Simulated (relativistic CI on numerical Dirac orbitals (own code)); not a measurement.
d5 in a ligand field

Computed with a parametric ligand-field model of a d^n configuration (Racah B and C, spin-orbit zeta, crystal field), exact diagonalisation.

Field parameters in Wybourne normalisation: Oh B⁴₀ = 21Dq, B⁴₄ = √(5/14) B⁴₀; Td as Oh with Dq negative (B⁴₀ = 21Dq, B⁴₄ = √(5/14) B⁴₀). The field is a parameter set, without covalency.

(1) Lowest levels for B = 340, C = 1270, ζ = 620 cm⁻¹, Oh, 10Dq = 15900 cm⁻¹?

(2) Lowest levels for B = 490, C = 1990, ζ = 550 cm⁻¹, Td, 10Dq = -2850 cm⁻¹?

(3) Lowest levels for B = 760, C = 3340, ζ = 600 cm⁻¹, Oh, 10Dq = 16800 cm⁻¹?

(4) Lowest levels for B = 600, C = 2660, ζ = 70 cm⁻¹, Td, 10Dq = -10000 cm⁻¹?

(5) Lowest levels for B = 610, C = 2950, ζ = 1450 cm⁻¹, Oh, 10Dq = 21950 cm⁻¹?

Results:

(1) Γ7 0 (S 0.52), Γ8 1111 (S 0.51), Γ8 10170 (S 1.52), Γ7 10303 (S 1.52), Γ8 10541 (S 1.50), Γ6 10690 (S 1.50), Γ6 12961 (S 1.49), Γ8 12998 (S 1.49), Γ8 13129 (S 1.48) cm⁻¹, with S from ⟨S²⟩ = S(S + 1). The ground level has 0.05 electrons in the cubic e pair.

(2) Γ7+Γ8 0 (S 2.50), Γ8 13071 (S 1.49), Γ6 13101 (S 1.50), Γ7 13129 (S 1.49), Γ8 13164 (S 1.49), Γ6 14377 (S 1.50), Γ8 14393 (S 1.50), Γ8 14481 (S 1.49), Γ7 14545 (S 1.49) cm⁻¹, with S from ⟨S²⟩ = S(S + 1). The ground level has 2.00 electrons in the cubic e pair.

(3) Γ7 0 (S 2.49), Γ8 1 (S 2.49), Γ7 7442 (S 0.66), Γ8 8564 (S 0.69), Γ8 10266 (S 1.50), Γ6 10427 (S 1.50), Γ8 10488 (S 1.41), Γ7 10566 (S 1.42), Γ6 15352 (S 1.50) cm⁻¹, with S from ⟨S²⟩ = S(S + 1). The ground level has 1.99 electrons in the cubic e pair.

(4) Γ7+Γ8 0 (S 2.50), Γ6 11332 (S 1.50), Γ8 11341 (S 1.50), Γ7 11353 (S 1.50), Γ8 11357 (S 1.50), Γ8 13046 (S 0.50), Γ7 13170 (S 0.51), Γ6 15029 (S 1.50), Γ8 15030 (S 1.50) cm⁻¹, with S from ⟨S²⟩ = S(S + 1). The ground level has 2.00 electrons in the cubic e pair.

(5) Γ7 0 (S 0.60), Γ8 2716 (S 0.58), Γ8 7914 (S 2.16), Γ7 8102 (S 2.21), Γ8 10878 (S 1.51), Γ6 11246 (S 1.50), Γ8 11965 (S 1.88), Γ7 12295 (S 1.83), Γ6 15033 (S 1.49) cm⁻¹, with S from ⟨S²⟩ = S(S + 1). The ground level has 0.12 electrons in the cubic e pair; its S is far from a half-integer, so spin-orbit coupling mixes spin states.
